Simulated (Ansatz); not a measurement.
Program: Ansatz. Geometries: PBE0-D4/def2-TZVP. ΔE: electronic, gas phase. CBS: MP2 limit from def2 TZ/QZ plus the TZ coupled-cluster correction, frozen cores. This one scheme is used for every species. Functionals use def2-TZVPP. One conformer a species, not always the lowest.

Reaction (ligand exchange at a B–S bond): `BS[SiH](C)Cl` + HCl → `BCl` + `C[SiH](S)Cl`

| species | BHLYP-D4 energy (Eh) |
| --- | --- |
| `BS[SiH](C)Cl` | -1214.59111 |
| HCl | -460.81729 |
| `BCl` | -486.27823 |
| `C[SiH](S)Cl` | -1189.13274 |

Q: Work out ΔE.

A: ΔE = (-486.27823) + (-1189.13274) − (-1214.59111) − (-460.81729) = -0.00257 Eh = -6.7 kJ/mol. CCSD(T)/CBS gives -2.2 kJ/mol.

Largest T1 diagnostic among the species: 0.012.

Leaving LDA and LC-ωPBE aside and taking each functional with its dispersion term where it has one, the values, not all of them listed here, spread over 9.5 kJ/mol, from B2PLYP to revPBE-D4. LDA lies +7.0 kJ/mol from PBE without D4. In def2-TZVPP, CCSD(T) changes the Hartree–Fock value by +17.0 kJ/mol (the triples alone add +2.8 kJ/mol) and MP2 by +17.8 kJ/mol.
